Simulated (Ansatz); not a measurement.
Q: Name a neutral molecule of C, Cl, Si and H with HOMO energy (B3LYP/def2-TZVPP) between -8.15 and -7.85 eV and LUMO energy (ωB97M-V/def2-TZVPP) between 2.05 and 2.35 eV (Ansatz, PBE0-D4/def2-TZVP geometry).

A: `C[Si](C)(C)Cl` (-8.10 eV, 2.26 eV); `CC(C)[SiH2]Cl` (-8.00 eV, 2.10 eV); `CC(C)C[Si](Cl)(Cl)CC(C)C` (-7.90 eV, 2.18 eV). Other molecules can fit too; these were computed, each in one conformer that needn't be the lowest.

B3LYP here is the variant with VWN-RPA as its local correlation; programs differ in this.
